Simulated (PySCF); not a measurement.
Radial density of Ar³⁺ (argon, charge +3)

UHF, [Ne] 3s2 3p3, high-spin 4S determinant. Calculation: PySCF 2.14, in dyall-av3z; the non-relativistic Hamiltonian (point nucleus).

| r (bohr) | 4πr²ρ (e/bohr) | 4πr²(ρα − ρβ) |
| --- | --- | --- |
| 0.00132 | 0.08008 | 0.0000 |
| 0.00222 | 0.2194 | 0.0000 |
| 0.00373 | 0.5878 | 0.0000 |
| 0.00627 | 1.518 | 0.0001 |
| 0.0105 | 3.683 | 0.0003 |
| 0.0177 | 8.050 | 0.0014 |
| 0.0298 | 14.79 | 0.0066 |
| 0.0502 | 20.47 | 0.0336 |
| 0.0844 | 18.75 | 0.1454 |
| 0.142 | 14.35 | 0.4379 |
| 0.239 | 19.66 | 0.6472 |
| 0.402 | 17.08 | 0.1045 |
| 0.676 | 5.010 | 0.5727 |
| 1.14 | 4.584 | 2.5639 |
| 1.91 | 1.681 | 1.0740 |
| 3.22 | 0.05303 | 0.0394 |
| 5.41 | 4.856e-05 | 0.0000 |
